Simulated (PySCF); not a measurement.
A structure optimised at PBE-D3(BJ)/def2-TZVP, used in a PySCF frequency run:

```xyz
2

Ag     0.0000     0.0000    -1.3607
I      0.0000     0.0000     1.2066
```

**Question.** Write its SMILES, formula and point group.

**Answer.** [Ag][I], AgI, C∞v

**Question.** What are its rotational constants (standard atomic weights)?

**Answer.** 1.3150 GHz (linear rotor, B only)
